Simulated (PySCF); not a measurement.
C8H9PS.
SMILES with atom numbers: `[S:1]=[PH:2]1[CH2:3][c:4]2[cH:5][cH:6][cH:7][cH:8][c:9]2[CH2:10]1`

NICS is the negative of the GIAO shielding at a point without a nucleus: at the ring centre (0) and 1 Å above and below it (1); zz is the component along the ring normal. Level: GIAO B97-2/pcSseg-1 (PySCF, non-relativistic, gas phase) on the PBE0-D3(BJ)/def2-SVP geometry, one conformer.

Rings: 1. P2–C3–C4–C9–C10; 2. C4–C5–C6–C7–C8–C9.

| set | NICS(0) | NICS(1), two faces | NICS(1)zz, two faces |
| --- | --- | --- | --- |
| P | -8.6 | -11.2 / -10.9 | -27.1 / -26.6 |
| Q | -1.8 | -4.9 / -1.4 | 0.2 / 3.1 |

Question: Which set (ppm) belongs to which ring?

Answer: P = 2, Q = 1.
- 1 (5-membered ring with P; formal bonds 1 aromatic, 4 single): mean NICS(1)zz 1.7 ppm, near zero. P2, C3, C10 have four or more neighbours; no verdict on aromaticity is drawn.
- 2 (6-membered carbocycle; formal bonds all aromatic): mean NICS(1)zz -26.9 ppm, shielded. The ring is flat and has no four-coordinate atom; by the NICS criterion it is aromatic, though in fused rings the probe also feels the neighbouring ring.

Question: How do the rings differ in shape?

Answer: 
```csv
ring,bond lengths (Å),rms pucker (Å),HOMA,nearest outside atom to a NICS(1) probe (Å)
1,"1.845, 1.504, 1.409, 1.505, 1.845",0.17,–,hydrogen 1.57
2,"1.395, 1.394, 1.395, 1.394, 1.395, 1.409",0.00,0.97,hydrogen 2.68
```

HOMA = 1 − mean of α(R − Ropt)² over the ring bonds, with Krygowski's 1993 parameters (CC: Ropt 1.388 Å, α 257.7 Å⁻²). A dash marks a ring with a four-coordinate atom, a triple bond, no multiple bond or a kind of bond without parameters.
